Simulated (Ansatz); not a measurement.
Two isomers of CH10B2Si2: A = `B[SiH2]B[SiH2]C`, B = `B[SiH](B)[SiH2]C`.

Program: Ansatz. Geometries: PBE0-D4/def2-TZVP. ΔE: electronic, gas phase. CBS: MP2 limit from def2 TZ/QZ plus the TZ coupled-cluster correction, frozen cores. DFT in def2-TZVPP. B3LYP here is the variant with VWN-RPA as its local correlation; programs differ in this. Each species was taken in one conformer, which may not be the lowest.

Which is lower in electronic energy at CCSD(T)/CBS, and by how much? (Best estimate.)

Computed: B, by 27.4 kJ/mol.

Give E(B) − E(A) in kJ/mol with B3LYP, CCSD(T)/def2-TZVPP, HF/def2-TZVPP, r2SCAN-D4, ωB97M-V, PBE-D4, PBE0-D4. (An estimate is asked.)

The calculation gave: B3LYP -25.8, CCSD(T)/def2-TZVPP -27.2, HF/def2-TZVPP -14.5, r2SCAN-D4 -32.5, ωB97M-V -27.8, PBE-D4 -34.1, PBE0-D4 -32.5. None reverses the order clearly.

Largest T1 diagnostic: 0.015.

In def2-TZVPP, CCSD(T) changes the Hartree–Fock value by −12.7 kJ/mol (the triples alone add −3.2 kJ/mol) and MP2 by −18.3 kJ/mol.
